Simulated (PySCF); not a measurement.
Potential energy of GaN along the bond

Set-up: basis Ga x2c-TZVPPall, N x2c-TZVPPall; spin-free X2C with a Gaussian nucleus; PySCF 2.14. Energies in eV from Ga + N in their ground configurations at the same level. State: ³Σ⁻ (triplet), unpaired electrons π ↑↑.

```
R (Å)  M06-2X
1.724  -1.399
1.804  -1.799
1.885  -2.016
1.945  -2.092
2.005  -2.113
2.065  -2.092
2.145  -2.017
2.246  -1.874
2.366  -1.662
2.526  -1.363
```

Q: Put a parabola through the three lowest points of the M06-2X curve and estimate Re, k and ωe (reduced mass 11.64 u; 1 eV/Å² = 0.16022 mdyn/Å; ωe = 1302.8·√(k/μ) cm⁻¹).

A: Through R = 1.945, 2.005, 2.065 Å the second-order coefficient is 5.83 eV/Å², so Re ≈ 2.005 Å, k ≈ 1.87 mdyn/Å and ωe ≈ 522 cm⁻¹. A polynomial fit of higher order to the unrounded M06-2X energies gives Re = 2.002 Å, k = 1.86 mdyn/Å, ωe = 521 cm⁻¹; anharmonicity and rounding make the difference.

The higher-order fit for each curve: M06-2X: Re = 2.002 Å, ωe = 521 cm⁻¹, De = 2.11 eV.

⟨S²⟩ of the unrestricted solution departs from its pure value on part of the curve, where spin states mix. Spin–orbit coupling is left out. The state was picked by a PBE0 search and need not be the measured ground state.
